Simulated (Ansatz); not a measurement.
Cost and result for the atomization energy of C$_{2}$H$_{8}$OSi$_{2}$, SMILES `CC1(O)[SiH2][SiH2]1` (13 atoms, 13 bonds).

Cartesian coordinates in Å:
```
C -0.715 0.795 -1.122
C 0.019 -0.261 -0.330
O 0.256 -1.457 -1.048
Si 1.541 0.300 0.692
Si -0.413 -0.443 1.546
H -0.824 1.721 -0.551
H -0.176 1.028 -2.045
H -1.724 0.458 -1.389
H -0.585 -1.914 -1.156
H 2.725 -0.588 0.645
H 1.869 1.745 0.624
H -0.518 -1.841 2.031
H -1.456 0.456 2.103
```

Total charge 0; spin multiplicity 1. Geometry: relaxed with PBE0-D4/def2-TZVP. It is one conformer, not always the lowest. Program: Ansatz. All runs use 4 threads of an Arm Neoverse V2 on a shared host. Times are those of one run each, without the atoms' runs, and a repeat can differ threefold. Electronic energies, without spin–orbit coupling; frozen cores. CCSD(T)/CBS adds CCSD(T) − MP2 in def2-TZVPP to the MP2 limit, and its time is that of the two runs behind it. T1 = 0.013. B3LYP takes the VWN-RPA correlation (the form of Gaussian; ORCA's B3LYP/G).

CCSD(T)/CBS is a level of theory with its own doubt, some kJ/mol a heavy atom from the limit and from the frozen cores, so smaller differences don't rank the functionals.

```csv
level,functions,wall time
LDA (SPW92)/def2-TZVPP,289,1.6 s
BLYP-D4/def2-TZVPP,289,2.5 s
PBE-D4/def2-TZVPP (with forces),289,3 s
CAM-B3LYP-D4/def2-TZVPP,289,4.2 s
CCSD(T)/def2-SVP,118,6 s
B3LYP-D4/def2-TZVPP (with forces),289,6.5 s
r2SCANh-D4/def2-TZVPP,289,6.5 s
B2PLYP/def2-TZVPP,289,6.5 s
PBE-QIDH/def2-TZVPP,289,7 s
B97M-V/def2-TZVPP,289,11 s
MP2/def2-QZVPP,551,29 s
CCSD(T)/def2-TZVPP,289,3.8 min
CCSD(T)/CBS(def2),–,4.3 min
```

Problem. What atomization energy does each give, and how far from CCSD(T)/CBS? (Best estimate.)

Solution. Computed: 
| level | atomization (kJ/mol) | difference from CCSD(T)/CBS | per bond |
| --- | --- | --- | --- |
| LDA (SPW92)/def2-TZVPP | 5112.4 | 636.7 | 49.0 |
| BLYP-D4/def2-TZVPP | 4445.8 | -29.9 | -2.3 |
| PBE-D4/def2-TZVPP (with forces) | 4538.8 | 63.1 | 4.9 |
| CAM-B3LYP-D4/def2-TZVPP | 4479.7 | 4.0 | 0.3 |
| CCSD(T)/def2-SVP | 4208.4 | -267.3 | -20.6 |
| B3LYP-D4/def2-TZVPP (with forces) | 4463.8 | -11.9 | -0.9 |
| r2SCANh-D4/def2-TZVPP | 4462.8 | -12.9 | -1.0 |
| B2PLYP/def2-TZVPP | 4406.2 | -69.5 | -5.3 |
| PBE-QIDH/def2-TZVPP | 4437.3 | -38.4 | -3.0 |
| B97M-V/def2-TZVPP | 4493.1 | 17.4 | 1.3 |
| MP2/def2-QZVPP | 4465.4 | -10.3 | -0.8 |
| CCSD(T)/def2-TZVPP | 4354.2 | -121.5 | -9.4 |
| CCSD(T)/CBS(def2) | 4475.7 | 0.0 | 0.0 |

The D4 term adds +50.1 kJ/mol with B3LYP and +26.3 kJ/mol with PBE0; it sums over pairs of atoms, weighted by their polarisabilities, and B3LYP, whose exchange is more repulsive, gets the larger term. In def2-TZVPP, CCSD(T) changes the Hartree–Fock value by +1130.8 kJ/mol (the triples alone add +65.9 kJ/mol) and MP2 by +1170.1 kJ/mol; breaking electron pairs costs correlation energy, which Hartree–Fock lacks. From PBE to PBE0 (25 % exact exchange), in def2-TZVPP and without D4, the atomization energy moves by −61.0 kJ/mol: exact exchange takes away binding that semilocal exchange gives to molecules.
